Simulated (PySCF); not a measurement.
NiI: from constants to spectrum

PBE0 constants of NiI, ²Δ (doublet), unpaired electrons δ ↑ (Ni def2-TZVPP, I def2-TZVPP with ECP28; scalar-relativistic core potentials (PySCF 2.14); masses 57.9353 and 126.9045 u):

```
ωe   : 268.9 cm⁻¹
ωexe : 0.757 cm⁻¹
Be   : 0.075215 cm⁻¹
αe   : 0.000298 cm⁻¹
```

Question: What force constant and bond length do these constants imply?

Answer: Reduced mass μred = 39.776 u; k = 5.8918×10⁻⁷·μred·ωe² (u, cm⁻¹, mdyn/Å) = 1.69 mdyn/Å; Re = √(16.8576/(μred·Be)) (u, cm⁻¹, Å) = 2.374 Å.

Question: Estimate the centrifugal constant D from the Kratzer relation and find the Dunham coefficient a1.

Answer: D = 4Be³/ωe² = 2.35e-08 cm⁻¹; a1 = −1 − αeωe/(6Be²) = -3.36.

De is left out where the level can put another filling of the metal’s s and d shells below the measured ground configuration, by anything from nothing to about 1 eV. These are scalar-relativistic numbers at best; spin–orbit coupling would shift them, the dissociation energy most. The state is the lowest single determinant that the PBE0 search found; with open d or f shells the true ground state can be another one.
